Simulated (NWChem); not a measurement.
Molecule: C$_{5}$H$_{5}$N; SMILES C(/N=C/C#C)=C

```xyz
11

C      0.3309     3.0851     0.0000
C     -0.0276     1.9288     0.0000
C     -0.5225     0.5929     0.0000
N      0.2617    -0.4283     0.0000
C     -0.3354    -1.6878     0.0000
C      0.4061    -2.8039     0.0000
H      0.6740     4.0948     0.0000
H     -1.6183     0.4867     0.0000
H     -1.4306    -1.7425     0.0000
H     -0.0554    -3.7859     0.0000
H      1.4899    -2.7451     0.0000
```
Atoms are numbered in this order, from 1.

Results from NWChem. Geometry: optimised at B3LYP/6-31G* (spherical d). Total energies compare along this basis series because the functional is fixed.

```csv
level,basis functions,energy (Ha),highest occupied level (eV),orbital gap (eV),dipole (D),relative time
B3LYP/pcseg-1,109,-248.1353,-6.87,4.68,1.40,5
B3LYP/aug-pcseg-1,183,-248.1449,-6.89,4.62,1.35,10
B3LYP/pcseg-2,250,-248.2771,-6.88,4.63,1.40,30
B3LYP/STO-3G,35,-245.0375,-4.96,5.41,1.27,1
B3LYP/def2-SVP,109,-247.9946,-6.75,4.71,1.29,4
```

The last column is a rough cost ratio, cheapest run = 1.
